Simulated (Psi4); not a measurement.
C$_{3}$F$_{6}$, triplet, geometry from GFN2-xTB (a higher spin typed on purpose: for a closed-shell molecule this is an excited state); Psi4 with CCSD(T)/STO-3G.

Psi4 was given this input:
```
memory 2 GB

molecule mol {
0 3
  F     2.241806   -0.015048   -0.672254
  C     1.482565    0.212104    0.400842
  F     1.636662    1.474212    0.803833
  C     0.180451   -0.406710    0.491762
  F    -0.019770   -1.379044    1.381178
  C    -1.033028   -0.073828   -0.351571
  F    -2.075112    0.305645    0.398348
  F    -0.759590    0.916729   -1.196514
  F    -1.443988   -1.123538   -1.075279
}

set basis sto-3g
set reference uhf

energy('ccsd(t)')
print_variables()
```

The log (banner, timings and long lists left out):

```
   => Loading Basis Set <=

    Name: STO-3G
    Role: ORBITAL
    Keyword: BASIS

         ---------------------------------------------------------
                                   SCF
               by Justin Turney, Rob Parrish, Andy Simmonett
                          and Daniel G. A. Smith
                              UHF Reference
         ---------------------------------------------------------

  ==> Geometry <==

    Molecular point group: c1
    Full point group: C1

    Geometry (in Angstrom), charge = 0, multiplicity = 3:

       Center              X                  Y                   Z               Mass
    ------------   -----------------  -----------------  -----------------  -----------------
         F            2.244601654176    -0.016239210996    -0.669853179718    18.998403162730
         C            1.485360654176     0.210912789004     0.403242820282    12.000000000000
         F            1.639457654176     1.473020789004     0.806233820282    18.998403162730
         C            0.183246654176    -0.407901210996     0.494162820282    12.000000000000
         F           -0.016974345824    -1.380235210996     1.383578820282    18.998403162730
         C           -1.030232345824    -0.075019210996    -0.349170179718    12.000000000000
         F           -2.072316345824     0.304453789004     0.400748820282    18.998403162730
         F           -0.756794345824     0.915537789004    -1.194113179718    18.998403162730
         F           -1.441192345824    -1.124729210996    -1.072878179718    18.998403162730

  Running in c1 symmetry.

  Rotational constants: A =      0.07761  B =      0.03943  C =      0.03613 [cm^-1]
  Rotational constants: A =   2326.55639  B =   1182.16332  C =   1083.08937 [MHz]
  Nuclear repulsion =  504.476278783415182

  Charge       = 0
  Multiplicity = 3
  Electrons    = 72
  Nalpha       = 37
  Nbeta        = 35

  ==> Algorithm <==

  SCF Algorithm Type is PK.
  DIIS enabled.
  MOM disabled.
  Fractional occupation disabled.
  Guess Type is SAD.
  Energy threshold   = 1.00e-08
  Density threshold  = 1.00e-08
  Integral threshold = 1.00e-12

  ==> Primary Basis <==

  Basis Set: STO-3G
    Blend: STO-3G
    Number of shells: 27
    Number of basis functions: 45
    Number of Cartesian functions: 45
    Spherical Harmonics?: true
    Max angular momentum: 1

  ==> Integral Setup <==

  Using in-core PK algorithm.
   Calculation information:
      Number of atoms:                   9
      Number of AO shells:              27
      Number of primitives:             81
      Number of atomic orbitals:        45
      Number of basis functions:        45

      Integral cutoff                 1.00e-12
      Number of threads:                 1

  Performing in-core PK
  Using 1072260 doubles for integral storage.
  We computed 51556 shell quartets total.
  Whereas there are 71631 unique shell quartets.

  ==> DiskJK: Disk-Based J/K Matrices <==

    J tasked:                  Yes
    K tasked:                  Yes
    wK tasked:                  No
    Schwarz Cutoff:          1E-12

  Minimum eigenvalue in the overlap matrix is 2.4624543390E-01.
  Reciprocal condition number of the overlap matrix is 1.2218306827E-01.
    Using symmetric orthogonalization.

  ==> Pre-Iterations <==

  SCF Guess: Superposition of Atomic Densities via on-the-fly atomic UHF (no occupation information).

   -------------------------
    Irrep   Nso     Nmo
   -------------------------
     A         45      45
   -------------------------
    Total      45      45
   -------------------------

  ==> Iterations <==

                        Total Energy        Delta E     RMS |[F,P]|

   @UHF iter SAD:  -696.71868180340425   -6.96719e+02   0.00000e+00
   @UHF iter   1:  -700.01794377993338   -3.29926e+00   1.48304e-02 DIIS/ADIIS
   @UHF iter   2:  -700.32184375874260   -3.03900e-01   4.74468e-03 DIIS/ADIIS
   @UHF iter   3:  -700.35252664680206   -3.06829e-02   1.10239e-03 DIIS/ADIIS
   @UHF iter   4:  -700.35635255459829   -3.82591e-03   3.52076e-04 DIIS/ADIIS
   @UHF iter   5:  -700.35685582784708   -5.03273e-04   1.80002e-04 DIIS/ADIIS
   @UHF iter   6:  -700.35701553438537   -1.59707e-04   5.21301e-05 DIIS
   @UHF iter   7:  -700.35702715606317   -1.16217e-05   1.87221e-05 DIIS
   @UHF iter   8:  -700.35702861036282   -1.45430e-06   7.32448e-06 DIIS
   @UHF iter   9:  -700.35702884546913   -2.35106e-07   2.22030e-06 DIIS
   @UHF iter  10:  -700.35702886553622   -2.00671e-08   7.31474e-07 DIIS
   @UHF iter  11:  -700.35702886775744   -2.22121e-09   2.47908e-07 DIIS
   @UHF iter  12:  -700.35702886802517   -2.67733e-10   7.83132e-08 DIIS
   @UHF iter  13:  -700.35702886804904   -2.38742e-11   2.85625e-08 DIIS
   @UHF iter  14:  -700.35702886805211   -3.06954e-12   1.10457e-08 DIIS
   @UHF iter  15:  -700.35702886805370   -1.59162e-12   2.94367e-09 DIIS
  Energy and wave function converged.

  ==> Post-Iterations <==

   @Spin Contamination Metric:   9.747416733E-03
   @S^2 Expected:                2.000000000E+00
   @S^2 Observed:                2.009747417E+00
   @S   Expected:                1.000000000E+00
   @S   Observed:                1.000000000E+00

    Orbital Energies [Eh]
    ---------------------

    Alpha Occupied:

[...]
      37A     -0.309562

    Alpha Virtual:

[...]
    Beta Occupied:

[...]
    Beta Virtual:

[...]
      45A      0.849160

    Final Occupation by Irrep:
              A
    DOCC [    35 ]
    SOCC [     2 ]
    NA   [    37 ]
    NB   [    35 ]

  @UHF Final Energy:  -700.35702886805370

   => Energetics <=

    Nuclear Repulsion Energy =            504.4762787834151823
    One-Electron Energy =               -1986.5873499849608379
    Two-Electron Energy =                 781.7540423334919524
    Total Energy =                       -700.3570288680537033

  UHF NO Occupations:
  HONO-2 :   35  A 1.9973420
  HONO-1 :   36  A 1.0000000
  HONO-0 :   37  A 1.0000000
  LUNO+0 :   38  A 0.0026580
[...]
     3        -0.274694593283131    1.860e-02    0.015792    0.000000    0.000000    0.000000
     4        -0.274882094117123    6.853e-03    0.016791    0.000000    0.000000    0.000000
     5        -0.274866767407673    1.928e-03    0.016991    0.000000    0.000000    0.000000
     6        -0.274882494374968    7.926e-04    0.017072    0.000000    0.000000    0.000000
     7        -0.274867024869522    2.906e-04    0.017083    0.000000    0.000000    0.000000
     8        -0.274861055720014    1.331e-04    0.017085    0.000000    0.000000    0.000000
     9        -0.274864159973151    4.632e-05    0.017087    0.000000    0.000000    0.000000
    10        -0.274864543485633    1.949e-05    0.017088    0.000000    0.000000    0.000000
    11        -0.274864767338484    8.152e-06    0.017088    0.000000    0.000000    0.000000
    12        -0.274864419086914    3.233e-06    0.017088    0.000000    0.000000    0.000000
    13        -0.274864353441486    1.452e-06    0.017088    0.000000    0.000000    0.000000
    14        -0.274864361793585    6.553e-07    0.017088    0.000000    0.000000    0.000000
    15        -0.274864389103181    2.830e-07    0.017088    0.000000    0.000000    0.000000
    16        -0.274864400827469    1.266e-07    0.017088    0.000000    0.000000    0.000000
    17        -0.274864399739631    5.850e-08    0.017088    0.000000    0.000000    0.000000

    Iterations converged.

    Largest TIA Amplitudes:
             22   2         0.0145275651
             35   4         0.0143819440
             19   4         0.0138354697
             19   2        -0.0129596359
             21   1        -0.0123470530
             32   1        -0.0118963795
             25   7        -0.0113848650
             29   3        -0.0112454831
             33   2         0.0112313299
             17   5        -0.0107260755

    Largest Tia Amplitudes:
             23   1         0.0654615440
             25   0        -0.0551356598
             27   0        -0.0527694759
             24   1         0.0435989770
             22   0         0.0304459790
             20   0         0.0258896964
             21   1         0.0182050054
             19   2        -0.0171445955
             33   0         0.0144168775
             20   4        -0.0138975536

    Largest TIJAB Amplitudes:
     33  32   2   1        -0.0106240132
     33  28   5   1         0.0098275353
     32  28   2   1         0.0084932548
     33  27   5   2        -0.0083357964
     32  28   5   2        -0.0078044839
     32  30   5   2        -0.0077107557
     33  30   5   1        -0.0076424565
     34  33   5   2        -0.0069470147
     35  34   7   4         0.0069270953
     20  19   2   1        -0.0068972278

    Largest Tijab Amplitudes:
     23  22   7   1         0.0198484578
     30  22   3   1        -0.0190894641
     30  29   5   1        -0.0186809849
     27  21   2   0         0.0179668014
     27  21   8   0        -0.0171093343
     30  22   5   1        -0.0161715182
     25  21   8   0        -0.0149316877
     24  22   7   1         0.0148165238
     25  21   2   0         0.0146586875
     30  29   3   1        -0.0140793324

    Largest TIjAb Amplitudes:
     33  33   5   6         0.0285942007
     35  15   0   0         0.0285608500
     23  27   0   0        -0.0273888997
     19  20   2   4        -0.0262130581
     17  17   5   6        -0.0251242590
     22  22   4   7        -0.0243683737
     32  32   5   6         0.0232372440
     31  30   3   1         0.0229889433
     23  25   0   0        -0.0228129240
     23  21   0   2        -0.0188715931

    SCF energy       (wfn)                    = -700.357028868053703
    Reference energy (file100)                = -700.357028868055295

    Opposite-spin MP2 correlation energy      =   -0.176261936053375
    Same-spin MP2 correlation energy          =   -0.041152755557677
    Singles MP2 correlation energy            =   -0.000000000000000
    MP2 correlation energy                    =   -0.217414691611052
      * MP2 total energy                      = -700.574443559666292

    Opposite-spin CCSD correlation energy     =   -0.230032584221884
    Same-spin CCSD correlation energy         =   -0.044831815517748
    Singles CCSD correlation energy           =    0.000000000000000
    CCSD correlation energy                   =   -0.274864399739631
      * CCSD total energy                     = -700.631893267794908

            **************************
            *                        *
            *        CCTRIPLES       *
            *                        *
            **************************

    Wave function   =    CCSD_T
    Reference wfn   =      UHF

    Nuclear Rep. energy (wfn)                =  504.476278783415182
    SCF energy          (wfn)                = -700.357028868053703
    Reference energy    (file100)            = -700.357028868055295
    CCSD energy         (file100)            =   -0.274864399739631
    Total CCSD energy   (file100)            = -700.631893267794908

    Number of ijk index combinations:
    Spin Case AAA:                                7770
    Spin Case BBB:                                6545
    Spin Case AAB:                               23310
    Spin Case ABB:                               22015
    AAA (T) energy                             =   -0.000120827866457
    BBB (T) energy                             =   -0.000375995876125
    AAB (T) energy                             =   -0.003726774996869
    ABB (T) energy                             =   -0.005752194144064
    (T) energy                                   =   -0.009975792883515
      * CCSD(T) total energy                     = -700.641869060678459

  Variable Map:
  ----------------------------------------------------------------------------
[...]
  Array Variable Map:
  ----------------------------------------------------------------------------
[...]
[...]
```
